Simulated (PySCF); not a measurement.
## C5H5F3N: g tensor and hyperfine couplings

Species: C5H5F3N (doublet state).
Geometry (GFN2-xTB, Å), atoms numbered from 1 in this order:
```xyz
14
C5H5F3N angstrom
C     -1.4291    0.3335   -1.1688
C     -0.3821   -0.0098   -0.1755
C      0.8856    0.4646   -0.2244
N      1.7293    1.2205   -0.8797
C      2.2312    0.5453    0.3177
C     -0.7367   -0.9333    0.9544
F     -2.0101   -1.3403    0.9104
F     -0.5586   -0.3592    2.1608
F      0.0221   -2.0472    0.9642
H     -1.8076   -0.5703   -1.6504
H     -1.0199    1.0053   -1.9170
H     -2.2809    0.8049   -0.6747
H      2.9256   -0.2745    0.1728
H      2.4306    1.1600    1.1881
```

The hyperfine couplings belong to this conformer and change with its torsions.

As a line formula: `C(F)(F)([C](C)C1CN=1)F` [radical].

Level of theory: UKS B3LYP, pcH-1 on C F H N, non-relativistic, mean-field spin-orbit, GIAO (PySCF 2.14.0). Geometry: GFN2-xTB, one conformer, isolated molecule. The geometry wasn't refined by DFT: couplings that depend on bond lengths, twists or pyramidal angles can differ widely from those at the functional's own minimum. No stability test was run, so a lower SCF solution isn't excluded. ⟨S²⟩ is 0.779 where a pure state has 0.75.

| Quantity | Value |
| --- | --- |
| g1, g2, g3 | 2.00206, 2.00348, 2.00481 |
| g_iso | 2.00345 |
| Form of g | rhombic: the two nearest values differ by 48 % of g3 − g1 |
| ⟨S²⟩ | 0.7786 (exact 0.7500) |
| HOMO–LUMO gap, α and β orbitals | 7.07, 3.87 eV |
| Basis functions | 275 |

Isotropic coupling and dipolar principal values T1 to T3, in MHz; ρ(0) is the spin density at the nucleus:

```
atom  isotope  a_iso     T1     T2     T3  Mulliken spin population  ρ(0) (bohr⁻³)
  C1      13C  -19.8   -2.0   -0.1    2.1                     -0.04        -0.0176
  C2      13C   54.6  -50.7  -49.9  100.6                      0.61         0.0486
  C3      13C  -52.4  -31.8    8.7   23.1                     -0.22        -0.0466
  N4      14N   18.8  -28.4  -26.2   54.6                      0.58         0.0581
  C5      13C  -10.8   -2.5    0.1    2.4                     -0.02        -0.0096
  C6      13C  -25.7   -1.5    0.7    0.8                     -0.02        -0.0229
  F7      19F   -5.4   -6.8   -1.9    8.6                      0.00        -0.0013
  F8      19F   66.7  -39.1  -36.7   75.8                      0.01         0.0159
  F9      19F   66.7  -39.1  -36.7   75.8                      0.01         0.0159
 H10       1H   74.7   -3.7   -2.2    5.9                      0.03         0.0167
 H11       1H    1.2   -3.2   -1.2    4.5                      0.00         0.0003
 H12       1H   74.9   -3.7   -2.2    5.9                      0.03         0.0168
 H13       1H   40.2   -3.3   -2.4    5.7                      0.02         0.0090
 H14       1H   40.2   -3.3   -2.4    5.7                      0.02         0.0090
```

Largest spin populations (Mulliken): C2 (+0.61), N4 (+0.58) and C3 (-0.22). The positive populations add up to 1.31 and the negative ones to -0.31, together 2S = 1. The angles at C2 add up to 360.0°, so it is planar.

Axes: g2 points within 1° of the C2–C6 bond and g3 points within 2° of the C3–C5 bond.

Under fast tumbling the dipolar parts average out, and these isotropic splittings remain: 3 × 1H (H10/H11/H12, I = 1/2, 4 lines) with 1.79 mT, 3 × 19F (F7/F8/F9, I = 1/2, 4 lines) with 1.52 mT, 2 × 1H (H13/H14, I = 1/2, 3 lines) with 1.43 mT and 1 × 14N (N4, I = 1, 3 lines) with 0.67 mT.

Nuclei that the bonding pattern makes equivalent are averaged, as if the motion that swaps them (rotation, inversion, ring flip) were fast. The three 1H nuclei of mean +50.3 MHz run from 1.2 to 74.9 MHz in the frozen geometry. The three 19F nuclei of mean +42.7 MHz run from -5.4 to 66.7 MHz in the frozen geometry.

The 13C coupling of C2 (54.6 MHz) shows only in satellite lines or after enrichment, since that isotope makes up about 1.07 % of natural carbon.
